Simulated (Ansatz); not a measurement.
`N[Si](Cl)(Cl)Cl` + H–F → `N[Si](F)(Cl)Cl` + HCl at 400 K and 1 bar (ligand exchange at the Si–Cl bond).

Gas-phase electronic energies from Ansatz, PBE0-D4/def2-TZVP geometries. CCSD(T)/CBS is the MP2 limit (def2-TZVPP, def2-QZVPP) plus CCSD(T) − MP2 in def2-TZVPP, frozen cores. This one scheme is used for every species. One conformer a species, not always the lowest.

```tsv
species	CCSD(T)/CBS energy (Eh)	H − E (kJ/mol)	S (J/(mol·K))
`N[Si](Cl)(Cl)Cl`	-1724.51858	115.8	391.9
H–F	-100.39570	36.5	182.2
`N[Si](F)(Cl)Cl`	-1364.55198	117.7	380.8
HCl	-460.38127	29.6	195.4
```

H − E and S are ideal-gas, rigid-rotor, harmonic terms from PBE0-D4/def2-TZVP, for one conformer and one mirror image of each species. 1 Eh = 2625.50 kJ/mol, R = 8.31446 J/(mol·K).

**Question.** By hand: ΔE, ΔH, ΔS and ΔG.

**Answer.** ΔE = (-1364.55198) + (-460.38127) − (-1724.51858) − (-100.39570) = -0.01897 Eh = -49.8 kJ/mol. Δ(H − E) = 117.7 + 29.6 − 115.8 − 36.5 = -5.0, so ΔH = -54.8 kJ/mol. ΔS = 380.8 + 195.4 − 391.9 − 182.2 = 2.1 J/(mol·K). ΔG = -54.8 − 400 × (2.1)/1000 = -55.6 kJ/mol.

**Question.** By hand: the equilibrium constant, and the temperature at which ΔG would vanish if ΔH and ΔS stayed fixed.

**Answer.** log₁₀ K = −ΔG/(RT ln 10) = 7.3. ΔH and −TΔS have one sign here, so there is no such temperature. One of them is within its doubt of zero, so this could turn.

The number of gas molecules stays the same, so ΔS is small and ΔH decides. A doubt of 5 kJ/mol in ΔE shifts log₁₀ K by 0.7 here. Other conformers and mirror images would add mixing entropy, several J/(mol·K) or more a flexible species. These are equilibria of isolated gas molecules and say nothing of rates. Largest T1 diagnostic: 0.010 (customary marks: 0.02 for closed shells, 0.045 for open ones).
